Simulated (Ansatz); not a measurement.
`F[SiH](F)[SiH2]Cl` + CH₄ → `C[SiH](F)[SiH2]Cl` + H–F  (formal exchange of groups at the Si–F bond)

Computed with Ansatz on PBE0-D4/def2-TZVP structures; ΔE is electronic, products minus reactants. CCSD(T)/CBS is the MP2 limit (def2-TZVPP, def2-QZVPP) plus CCSD(T) − MP2 in def2-TZVPP, frozen cores. This one scheme is used for every species. Functionals use def2-TZVPP. B3LYP here is the variant with VWN-RPA as its local correlation; programs differ in this. HSE06 is defined as in plane-wave codes. One conformer a species, not always the lowest.

```tsv
level	ΔE (kJ/mol)	difference from CCSD(T)/CBS
LDA (SPW92)	131.7	-7.8
PBE-D4	132.4	-7.1
revPBE-D4	129.6	-9.9
BLYP-D4	145.7	6.2
r2SCAN-D4	145.5	6.0
B97M-V	150.5	11.0
PBE0-D4	133.0	-6.5
B3LYP-D4	146.2	6.7
r2SCANh-D4	144.5	5.0
r2SCAN0-D4	143.2	3.7
BHLYP-D4	150.6	11.1
CAM-B3LYP-D4	150.3	10.8
ωB97X-V	143.3	3.8
ωB97M-V	142.4	2.9
B2PLYP	150.4	10.9
PBE-QIDH	138.6	-0.9
PBE	136.9	-2.6
revPBE	138.3	-1.2
BLYP	154.4	14.9
r2SCAN	146.9	7.4
PBE0	137.0	-2.5
B3LYP	153.2	13.7
r2SCANh	146.0	6.5
r2SCAN0	144.8	5.3
HSE06	136.6	-2.9
BHLYP	156.5	17.0
CAM-B3LYP	154.5	15.0
LC-ωPBE	140.4	0.9
RPA@PBE/def2-TZVPP	141.4	1.9
HF/def2-SVP	148.2	8.7
MP2/def2-SVP	137.8	-1.7
CCSD/def2-SVP	138.6	-0.9
CCSD(T)/def2-SVP	137.2	-2.3
HF/def2-TZVPP	164.5	25.0
MP2/def2-TZVPP	140.3	0.8
SCS-MP2/def2-TZVPP	146.5	7.0
CCSD/def2-TZVPP	143.7	4.2
CCSD(T)/def2-TZVPP	141.0	1.5
HF/def2-QZVPP	166.6	27.1
CCSD/CBS(def2)	142.2	2.7
CCSD(T)/CBS	139.5	0
```

Largest T1 diagnostic among the species: 0.012.

The D4 term adds −7.0 kJ/mol with B3LYP and −4.0 kJ/mol with PBE0; it sums over pairs of atoms, weighted by their polarisabilities, and B3LYP, whose exchange is more repulsive, gets the larger term. In def2-TZVPP, CCSD(T) changes the Hartree–Fock value by −23.5 kJ/mol (the triples alone add −2.8 kJ/mol) and MP2 by −24.2 kJ/mol. Leaving LDA and LC-ωPBE aside and taking each functional with its dispersion term where it has one, the values spread over 21.0 kJ/mol, from revPBE-D4 to BHLYP-D4. LDA lies −5.2 kJ/mol from PBE without D4.

CCSD(T)/CBS has its own doubt, a few kJ/mol and more with outer-core shells, so smaller differences from it don't rank the levels.
